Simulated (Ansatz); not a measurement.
```yaml
crystal:
  periodic: [false, false, false]
  atoms:
    - {symbol: C, position_ang: [0.823548, -2.723995, 1.271948]}
    - {symbol: C, position_ang: [0.627659, -1.579898, 0.913071]}
    - {symbol: Hf, position_ang: [0.230708, 0.464529, 0.216587]}
    - {symbol: O, position_ang: [-0.543776, 1.447069, 1.651437]}
    - {symbol: O, position_ang: [1.864667, 1.212485, -0.411597]}
    - {symbol: C, position_ang: [-1.199455, 0.429026, -1.449552]}
    - {symbol: C, position_ang: [-1.992102, 0.371640, -2.368544]}
    - {symbol: H, position_ang: [0.994379, -3.729409, 1.585789]}
    - {symbol: H, position_ang: [-0.764268, 2.060935, 2.344472]}
    - {symbol: H, position_ang: [2.646922, 1.728269, -0.578153]}
    - {symbol: H, position_ang: [-2.688292, 0.319349, -3.175468]}
basis:
  gaussian: {orbitals: def2-TZVP, fitting: {mean_field: def2-universal-jkfit}, point_charges: [{charge: 0.50, position_ang: [5.933, -0.933, 0.951]}]}
total_charge: -1
magnetization: {spin_polarized: true, initial_magnetization: 1}
hamiltonian: {xc: {name: RPBE}, dispersion: d4}
outputs: {forces: true}
```

```sh
$ ansatz run in.yaml --threads 4 --pin off --events-out ev --progress --plain --max-ram 11315MiB
```

Shortened log:

```
Error: YAML parse error: error: line 20 column 1: unknown field `outputs`, expected one of crystal, accuracy, basis, kpoints, hamiltonian, magnetization, projection, total_charge, correlation, batch, efield, external_charges, scf, relax, neb, saddle, md, ramp, phonons, dielectric, real_time, elastic, magnetic_configurations, gw, evaluate, workflow, output, checkpoint, execution
18 | magnetization: {spin_polarized: true, initial_magnetization: 1}
19 | hamiltonian: {xc: {name: RPBE}, dispersion: d4}
20 | outputs: {forces: true}
```

(1) Something in this input is off. What?

Results:

(1) The input holds a key that doesn't belong there. The program refused the input.
